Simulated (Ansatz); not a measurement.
`[CH3][Mo](=[S])(=[S])[Cl]` + H–F → `[CH3][Mo]([F])(=[S])=[S]` + HCl at 298.15 K and 1 bar (ligand exchange at a Mo–Cl bond).

Isolated molecules relaxed with PBE0-D4/def2-TZVP in Ansatz; ΔE leaves out vibrations. CCSD(T)/CBS is the MP2 limit (def2-TZVPP, def2-QZVPP) plus CCSD(T) − MP2 in def2-TZVPP, frozen cores. This one scheme is used for every species. Elements past krypton have def2 core potentials. For Mo outer-core shells are correlated without core-valence functions, which leaves a few kJ/mol of doubt a bond.

```
                    species  CCSD(T)/CBS energy (Eh)  H − E (kJ/mol)  S (J/(mol·K))
`[CH3][Mo](=[S])(=[S])[Cl]`              -1363.45399           128.8          373.6
                        H–F               -100.39570            33.5          173.6
 `[CH3][Mo]([F])(=[S])=[S]`              -1003.45925           130.4          361.7
                        HCl               -460.38127            26.6          186.8
```

H − E and S are ideal-gas, rigid-rotor, harmonic terms from PBE0-D4/def2-TZVP. 1 Eh = 2625.50 kJ/mol, R = 8.31446 J/(mol·K).

Question: By hand: ΔE, ΔH, ΔS and ΔG.

Answer: ΔE = (-1003.45925) + (-460.38127) − (-1363.45399) − (-100.39570) = 0.00917 Eh = 24.1 kJ/mol. Δ(H − E) = 130.4 + 26.6 − 128.8 − 33.5 = -5.3, so ΔH = 18.8 kJ/mol. ΔS = 361.7 + 186.8 − 373.6 − 173.6 = 1.3 J/(mol·K). ΔG = 18.8 − 298.15 × (1.3)/1000 = 18.4 kJ/mol.

Question: By hand: the equilibrium constant, and the temperature at which ΔG would vanish if ΔH and ΔS stayed fixed.

Answer: log₁₀ K = −ΔG/(RT ln 10) = -3.2. ΔG = 0 at ΔH/ΔS = 14462 K, far beyond where these terms or the molecules hold.

The number of gas molecules stays the same, so ΔS is small and ΔH decides. A doubt of 5 kJ/mol in ΔE shifts log₁₀ K by 0.9 here. These are equilibria of isolated gas molecules and say nothing of rates. Largest T1 diagnostic: 0.025 (customary marks: 0.02 for closed shells, 0.045 for open ones).
